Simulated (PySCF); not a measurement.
# Vibration and rotation of SbSe

PBE constants of SbSe, ²Π (doublet), unpaired electrons π ↑ (Sb def2-SVP with ECP28, Se def2-SVP; scalar-relativistic core potentials (PySCF 2.14); masses 120.9038 and 79.9165 u):

* ωe: 319.1 cm⁻¹
* ωexe: 0.648 cm⁻¹
* Be: 0.061913 cm⁻¹
* αe: 0.000165 cm⁻¹
* De to Sb + Se: 3.51 eV

What force constant and bond length do these constants imply?

Reduced mass μred = 48.114 u; k = 5.8918×10⁻⁷·μred·ωe² (u, cm⁻¹, mdyn/Å) = 2.89 mdyn/Å; Re = √(16.8576/(μred·Be)) (u, cm⁻¹, Å) = 2.379 Å.

Estimate the centrifugal constant D from the Kratzer relation and find the Dunham coefficient a1.

D = 4Be³/ωe² = 9.32e-09 cm⁻¹; a1 = −1 − αeωe/(6Be²) = -3.29.

These are scalar-relativistic numbers at best; spin–orbit coupling would shift them, the dissociation energy most. The state was picked by a PBE0 search and need not be the measured ground state.
